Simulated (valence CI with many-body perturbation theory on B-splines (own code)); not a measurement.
E1 transitions of Ba⁶⁺

Computed by relativistic CI+MBPT: four valence electrons over a frozen Dirac-Fock core [Kr] 4d10, a basis of 8 s, 8 p, 9 d, 9 f, 6 g, 3 h, 2 i functions for each j, with the one-electron correlation potential Σ1 (screened to all orders), the two-electron term Σ2, the three-electron term Σ3, Breit, model QED; selected single and double excitations, second order for the rest, scaled by the run's own slope (own B-spline code, finite nucleus).

Against 25 measured levels this calculation errs by 308 cm⁻¹ on average and by 741 at most. These come from a selection out of Sansonetti and Curry, J. Phys. Chem. Ref. Data 39, 043103 (2010). Levels without a partner in it may be off by more, other configurations by several thousand cm⁻¹. 1 measured level below the end of the list, from 223820 cm⁻¹ on, found no clear computed partner.

Lines 101 to 150 of 238 in falling wavelength, among levels below 303520 cm⁻¹, chosen from the strongest by gf and those to the six lowest levels. Wavelengths and rates use the calculated energies, so an error of 300 cm⁻¹ moves a line at 74.01 nm by 0.22 % and its rate by three times that or more. Electric multipoles are in the length gauge, E1 and E2 with the static RPA response of the core. Weak lines are less certain than strong ones. Lines between different terms over intervals too small for the method are left out, as are lines whose strength nearly cancels. Where a level lies close to another of its J and parity, the split of strength between their lines is uncertain. The highest levels of a list are the least certain.

Names give the largest LS component (configuration and term), which can be under half, so a name can repeat, a term be missing and a line seem to break the LS rules; names also repeat where a configuration has a term twice. Letters in brackets count levels of one name in rising energy.

```
λ vac (nm)  λ from measured levels                Upper               Lower   A (s⁻¹)  S (a.u.)
     74.10                                 5s 5p3 3D°_2        5s2 5p2 3P_1  7.52e+08  7.55e-01
     74.01                   73.91         5s 5p3 3D°_3        5s2 5p2 3P_2  4.00e+08  5.61e-01
     73.64                   73.97         5s 5p3 3S°_1        5s2 5p2 1S_0  1.65e+08  9.78e-02
     72.54                          4f 5s 5p2 3F°_4 [a]      4f 5s2 5p 3G_4  3.46e+08  5.87e-01
     72.30                          4f 5s 5p2 3G°_3 [c]      4f 5s2 5p 3G_4  5.73e+07  7.48e-02
     72.17                          4f 5s 5p2 3G°_3 [c]      4f 5s2 5p 3F_2  3.71e+07  4.82e-02
     71.49                          4f 5s 5p2 3G°_3 [c]      4f 5s2 5p 3F_3  7.56e+07  9.55e-02
     71.12                                     5p4 3P_2        5s 5p3 3D°_3  1.70e+09  1.51e+00
     70.49                          4f 5s 5p2 3F°_2 [a]      4f 5s2 5p 3F_2  5.18e+08  4.47e-01
     69.94                          4f 5s 5p2 3F°_4 [a]  4f 5s2 5p 3G_3 [a]  9.63e+07  1.46e-01
     69.85                          4f 5s 5p2 3F°_2 [a]      4f 5s2 5p 3F_3  1.28e+08  1.08e-01
     69.82                              4f 5s 5p2 1G°_4      4f 5s2 5p 3G_4  5.96e+08  9.01e-01
     69.72                          4f 5s 5p2 3G°_3 [c]  4f 5s2 5p 3G_3 [a]  6.39e+08  7.48e-01
     69.36                          4f 5s 5p2 3F°_2 [b]      4f 5s2 5p 3F_2  9.37e+08  7.72e-01
     69.12                              4f 5s 5p2 3F°_3      4f 5s2 5p 3F_2  9.75e+07  1.11e-01
     69.06                              4f 5s 5p2 1G°_4      4f 5s2 5p 3F_3  2.83e+08  4.14e-01
     69.03                              4f 5s 5p2 1F°_3      4f 5s2 5p 3F_2  1.69e+08  1.92e-01
     68.50                              4f 5s 5p2 3F°_3      4f 5s2 5p 3F_3  1.21e+09  1.34e+00
     68.41                              4f 5s 5p2 1F°_3      4f 5s2 5p 3F_3  7.89e+07  8.73e-02
     68.28                          4f 5s 5p2 3G°_5 [b]      4f 5s2 5p 3G_4  9.14e+08  1.58e+00
     68.13                                     5p4 3P_2        5s 5p3 3D°_2  7.31e+08  5.70e-01
     67.64                              4f 5s 5p2 3H°_4      4f 5s2 5p 3F_3  5.85e+08  8.04e-01
     67.41                              4f 5s 5p2 1G°_4  4f 5s2 5p 3G_3 [a]  8.08e+08  1.10e+00
     67.39                   67.32         5s 5p3 3D°_1        5s2 5p2 3P_0  1.27e+09  5.77e-01
     67.35                          4f 5s 5p2 3F°_4 [b]      4f 5s2 5p 3G_4  1.88e+08  2.55e-01
     67.19                                     5p4 3P_2        5s 5p3 3D°_1  1.50e+08  1.12e-01
     66.79                   66.78         5s 5p3 1D°_2        5s2 5p2 1D_2  1.62e+09  1.19e+00
     66.78                              4f 5s 5p2 1F°_3  4f 5s2 5p 3G_3 [a]  1.24e+09  1.28e+00
     66.05                              4f 5s 5p2 3H°_4  4f 5s2 5p 3G_3 [a]  5.25e+08  6.72e-01
     65.41                   65.37         5s 5p3 3P°_1        5s2 5p2 3P_2  6.18e+07  2.56e-02
     65.10                          4f 5s 5p2 3F°_4 [b]  4f 5s2 5p 3G_3 [a]  3.70e+08  4.54e-01
     64.99                   64.96         5s 5p3 3P°_2        5s2 5p2 3P_2  2.11e+09  1.43e+00
     64.75                   65.03         5s 5p3 3S°_1        5s2 5p2 1D_2  1.77e+08  7.13e-02
     63.75                   63.71         5s 5p3 3P°_0        5s2 5p2 3P_1  2.07e+09  2.65e-01
     62.95                   63.11         5s 5p3 1P°_1        5s2 5p2 1S_0  1.31e+09  4.83e-01
     62.93                   62.90         5s 5p3 3P°_1        5s2 5p2 3P_1  2.04e+09  7.53e-01
     62.54                   62.53         5s 5p3 3P°_2        5s2 5p2 3P_1  1.16e+05  7.03e-05
     60.87                   60.92      5s2 5p 5d 3F°_2        5s2 5p2 1D_2  6.31e+08  3.51e-01
     60.41                   60.56      5s2 5p 5d 3D°_1        5s2 5p2 1S_0  1.61e+07  5.25e-03
     58.57                   58.56         5s 5p3 1D°_2        5s2 5p2 3P_2  2.00e+07  9.91e-03
     58.37                   58.41      5s2 5p 5d 3F°_3        5s2 5p2 1D_2  1.32e+06  9.07e-04
     57.34                   57.31         5s 5p3 3P°_1        5s2 5p2 3P_0  6.30e+08  1.76e-01
     57.01                                     5p4 3P_2        5s 5p3 5S°_2  1.49e+08  6.83e-02
     57.00                   57.21         5s 5p3 3S°_1        5s2 5p2 3P_2  1.15e+10  3.15e+00
     56.57                   56.57         5s 5p3 1D°_2        5s2 5p2 3P_1  1.11e+08  4.94e-02
     56.34                   56.49         5s 5p3 1P°_1        5s2 5p2 1D_2  8.63e+09  2.28e+00
     55.10                   55.32         5s 5p3 3S°_1        5s2 5p2 3P_1  4.73e+09  1.17e+00
     55.01                          5s2 5p 5d 3P°_2 [a]        5s2 5p2 1D_2  1.47e+09  6.03e-01
     54.60                   54.69      5s2 5p 5d 3P°_1        5s2 5p2 1S_0  2.29e+07  5.53e-03
     54.30                   54.44      5s2 5p 5d 3D°_1        5s2 5p2 1D_2  1.38e+09  3.28e-01
```
